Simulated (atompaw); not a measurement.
Cutoff test, Ta, PAW (atompaw)

atompaw 4.2.0.5 input, output lines left out:

```
Ta 73
GGA-PBE scalarrelativistic loggrid 2001 logderivrange -9 5 351
6 6 5 4 0 0
6 0 0
6 1 0
5 2 2
0 0 0
c
c
c
c
v
v
c
c
c
v
v
c
c
v
c
2
2.95 2.95 2.85 1.95
n
n
y
-1.65
n
custom polynom gramschmidtortho sinc
bessel
1.85
2.95
1.60
1.95
2.95
2.95
```

The pseudo-atom Hamiltonian at the reference potential is diagonalised in spherical Bessel functions j_l(qr) that vanish at 20 bohr, with q² up to the cutoff. All-electron valence levels (Ry): 5s -7.4259, 6s -1.9975, 5p -4.9350, 6p -1.4775, 5d -2.1409.

Question: How do the lowest levels (Ry) of each channel move with the cutoff, and are there ghosts?

Answer:

```tsv
cutoff (Ry)	s #1	s #2	p #1	p #2	d #1	f #1	Σ f·Δε (mRy)
8	-7.2165	-1.9972	-4.0631	-1.3562	-2.1273	-0.6788	5677.9
12	-7.4108	-1.9974	-4.6705	-1.4544	-2.1397	-0.6789	1620.0
21	-7.4248	-1.9975	-4.9275	-1.4770	-2.1408	-0.6789	47.7
30	-7.4257	-1.9975	-4.9342	-1.4773	-2.1409	-0.6789	5.5
45	-7.4259	-1.9975	-4.9349	-1.4775	-2.1409	-0.6789	0.7
55	-7.4259	-1.9975	-4.9350	-1.4775	-2.1409	-0.6789	0.2
400	-7.4259	-1.9975	-4.9350	-1.4775	-2.1409	-0.6789	0.0
```

Result: no extra level below or beside the all-electron valence levels (s, p, d, f tested); 10 mRy is reached at 25 Ry and 1 mRy at 45 Ry.
